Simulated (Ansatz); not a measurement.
Basis-set series for CH6CuN, SMILES `[CH3][Cu-][NH3+]`. The species carries charge 0 and has multiplicity 1. Geometry: relaxed with PBE0-D4/def2-TZVP. It is one conformer, not always the lowest.

```xyz
9

C    -0.5689   -1.5974    0.9102
Cu   -0.0069   -0.0193    0.0105
N     0.5774    1.6214   -0.9240
H    -1.4733   -2.0154    0.4544
H    -0.7922   -1.3970    1.9639
H     0.2056   -2.3718    0.8780
H     0.5599    2.4238   -0.3028
H    -0.0258    1.8298   -1.7132
H     1.5242    1.5260   -1.2769
```

```tsv
functional	basis	functions	energy (Eh)	HOMO (eV)	LUMO (eV)
PBE0-D4	def2-SVP	89	-1736.33670	-5.06	-0.06
PBE0-D4	def2-TZVPP	210	-1736.69633	-5.40	-0.39
ωB97M-V	def2-SVP	89	-1736.54054	-7.34	1.19
ωB97M-V	def2-TZVPP	210	-1736.90577	-7.70	0.80
```

Task: Give the rows for def2-QZVPP. (Best estimate.)

Result: Computed: 
```
functional       basis  functions  energy (Eh)  HOMO (eV)  LUMO (eV)
   PBE0-D4  def2-QZVPP        394  -1736.74389      -5.41      -0.72
   ωB97M-V  def2-QZVPP        394  -1736.95200      -7.71       0.21
```

Positive LUMOs are unbound and depend on the basis. Scalar relativity is left out up to krypton.
